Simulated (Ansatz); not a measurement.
A nudged elastic band was laid between two geometries of CH₅NZn (8 atoms, charge 0, multiplicity 1).

The calculation used Ansatz, RKS BHLYP-D4/def2-SVP.

```yaml
movable_images: 5
climbing_image: yes
spring: 5.0 eV/Å²
optimiser: quadratic models (default)
start_path: through a guess of the saddle point
force_threshold: 0.03 eV/Å
iteration_limit: 60
end_points: relaxed
```

Image 0:

```xyz
8
Properties=species:S:1:pos:R:3
N -0.276 0.611 -1.058
C 0.301 0.347 0.256
Zn 0.129 -1.559 0.749
H -1.279 0.493 -1.046
H -0.116 1.569 -1.343
H -0.061 1.015 1.057
H 1.382 0.526 0.199
H 0.012 -3.059 1.130
```

Image 6:

```xyz
8
Properties=species:S:1:pos:R:3
N 0.019 0.780 -0.794
C -0.052 0.186 0.570
Zn 0.145 -1.617 1.013
H -0.867 0.884 -1.306
H 0.447 1.706 -0.799
H -0.615 0.878 1.196
H 0.611 0.212 -1.389
H 0.404 -3.086 1.451
```

Task: Which bonds break or form, and what moves?

Result: Bonds broken: C2–H7. Bonds formed: N1–H7.

Task: What energy profile does the band end with?

Result: It converged. The highest image is number 3 of 0 to 6, 346.4 kJ/mol above the first end and 87.1 kJ/mol above the last; the last end lies 259.3 kJ/mol above the first. The profile has 2 maxima (images 3, 5) with wells between them (image 4): this band takes more than one step, which may be the mechanism or a detour left from its start path. Neighbouring images differ by up to 3.1 eV, so the band resolves the path poorly. A vibrational analysis at the climbing image gives one clearly imaginary mode, 1522i cm⁻¹: a first-order saddle point. The orbitals stay closed-shell, which can raise the energy where a bond breaks towards radicals; this wasn't checked here.

```json
{"image": "0", "path coordinate (Å)": "0.00", "energy (kJ/mol)": "0.0", "C2–H7 (Å)": "1.10", "N1–H7 (Å)": "2.08"}
{"image": "1", "path coordinate (Å)": "0.77", "energy (kJ/mol)": "11.8", "C2–H7 (Å)": "1.10", "N1–H7 (Å)": "2.06"}
{"image": "2", "path coordinate (Å)": "1.54", "energy (kJ/mol)": "50.1", "C2–H7 (Å)": "1.10", "N1–H7 (Å)": "1.88"}
{"image": "3", "path coordinate (Å)": "2.31", "energy (kJ/mol)": "346.4", "C2–H7 (Å)": "1.44", "N1–H7 (Å)": "1.10"}
{"image": "4", "path coordinate (Å)": "3.56", "energy (kJ/mol)": "259.5", "C2–H7 (Å)": "2.13", "N1–H7 (Å)": "1.02"}
{"image": "5", "path coordinate (Å)": "4.80", "energy (kJ/mol)": "263.1", "C2–H7 (Å)": "2.18", "N1–H7 (Å)": "1.03"}
{"image": "6", "path coordinate (Å)": "6.05", "energy (kJ/mol)": "259.3", "C2–H7 (Å)": "2.07", "N1–H7 (Å)": "1.01"}
```

Task: What is the geometry of the highest image?

Result: 
```xyz
8
Properties=species:S:1:pos:R:3
N -0.053 0.820 -0.928
C 0.260 0.205 0.523
Zn -0.070 -1.612 0.942
H -0.695 0.325 -1.530
H -0.213 1.815 -0.922
H 0.070 0.999 1.243
H 0.977 0.507 -0.688
H -0.185 -3.115 1.304
```

The band took 33 iterations and of the order of 9 core-minutes.

Time of the run: 4.9 min on 2 threads of Intel(R) Xeon(R) Platinum 8488C (Sapphire Rapids), with other jobs on the host, peak memory 0.19 GiB.
